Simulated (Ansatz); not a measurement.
C2H5BO2, SMILES `BOC(C)=O`, relaxed with RKS PBE0-D4/def2-TZVP in Ansatz from a PBE-D4/def2-SVP geometry. The force threshold is 0.005 eV/Å; the program also tests the step.

The species carries charge 0 and has multiplicity 1.

Start:

```xyz
10

B     0.310    1.516   -1.319
O     0.123    0.887   -0.114
C    -0.471   -0.378   -0.004
C     0.027   -1.087    1.225
O    -1.294   -0.774   -0.789
H     0.725    2.655   -1.251
H     0.100    0.926   -2.360
H     1.130   -1.186    1.185
H    -0.446   -2.080    1.307
H    -0.204   -0.478    2.122
```

(1) By how much does the energy fall, and how many steps does the optimiser take? (Estimate.)

(2) Which bonds change most? (Best estimate.)

(3) Give the relaxed structure. (Best estimate.)

## Answers

(1) The calculation gave: 1.17 kcal/mol, in 8 steps.

(2) Computed: O2–C3 from 1.402 to 1.377 Å; B1–H7 from 1.214 to 1.192 Å; B1–H6 from 1.214 to 1.194 Å; C4–H10 from 1.109 to 1.092 Å.

(3) Computed: 
```xyz
10

B     0.303    1.502   -1.309
O     0.126    0.878   -0.109
C    -0.456   -0.366   -0.003
C     0.026   -1.078    1.217
O    -1.263   -0.764   -0.783
H     0.709    2.623   -1.250
H     0.093    0.921   -2.329
H     1.112   -1.186    1.176
H    -0.449   -2.052    1.290
H    -0.202   -0.477    2.100
```
